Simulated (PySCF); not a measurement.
## Re²⁺ (rhenium, charge +2): UHF calculation

Configuration: [Xe] 4f14 5d5, high-spin 6S determinant. Calculation: PySCF 2.14, in cc-pVTZ-PP with ECP60MDF (5s5p4d2f1g, 63 functions); a scalar-relativistic core potential.

```json
{
 "Total energy": "-77.042275 hartree",
 "One-electron energy": "-124.1967 hartree",
 "Hartree (Coulomb) energy": "54.7474 hartree",
 "Exchange energy": "-7.5930 hartree",
 "⟨S²⟩": "8.7532",
 "⟨L²⟩": "0.000",
 "Sum of ⟨r⟩": "18.41 bohr",
 "Sum of ⟨r²⟩": "30.58 bohr²",
 "Time after the integrals": "0.19 s of wall time on 1 thread of INTEL(R) XEON(R) PLATINUM 8581C CPU @ 2.30GHz (shared host)"
}
```

```json
{"shell": "5s α", "electrons": "1", "mean orbital energy (eV)": "-119.16", "rms radius, mean of both spins (bohr)": "1.13"}
{"shell": "5s β", "electrons": "1", "mean orbital energy (eV)": "-113.07", "rms radius, mean of both spins (bohr)": "1.13"}
{"shell": "5p α", "electrons": "3", "mean orbital energy (eV)": "-77.847", "rms radius, mean of both spins (bohr)": "1.30"}
{"shell": "5p β", "electrons": "3", "mean orbital energy (eV)": "-68.856", "rms radius, mean of both spins (bohr)": "1.30"}
{"shell": "5d α", "electrons": "5", "mean orbital energy (eV)": "-28.190", "rms radius, mean of both spins (bohr)": "1.89"}
```

Energies and moments cover only the electrons outside the core potential. Spin-orbit coupling, which splits the p, d and f shells strongly at this Z, is absent.
